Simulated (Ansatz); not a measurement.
Cartesian coordinates in Å:
```
As -1.421 0.767 0.425
C 0.414 0.209 -0.054
Te 0.302 -1.573 -1.243
H -1.800 -0.561 1.075
H -1.048 1.366 1.779
H 0.852 0.989 -0.674
H 1.036 0.024 0.816
H 1.664 -1.222 -2.124
```

Total charge 0; spin multiplicity 1. Te takes the def2 core potential.

Q: List the PBE0/def2-TZVPP orbital energies in eV (Ansatz 0.2.0). (Best estimate.)

A: Computed: Occupied: -11598.32, -1468.86, -1312.31, -1312.31, -1312.27, -279.29, -192.22, -171.91, -138.91, -138.90, -138.77, -120.91, -120.80, -120.57, -45.37, -45.37, -45.26, -45.25, -45.20, -44.13, -44.09, -43.87, -43.78, -43.75, -20.72, -17.48, -16.23, -12.43, -11.45, -10.06, -9.40, -8.77, -7.57, -6.25. Lowest empty: -0.95, 0.09, 0.58, 0.88, 1.35, 2.23, 2.84, 3.90.
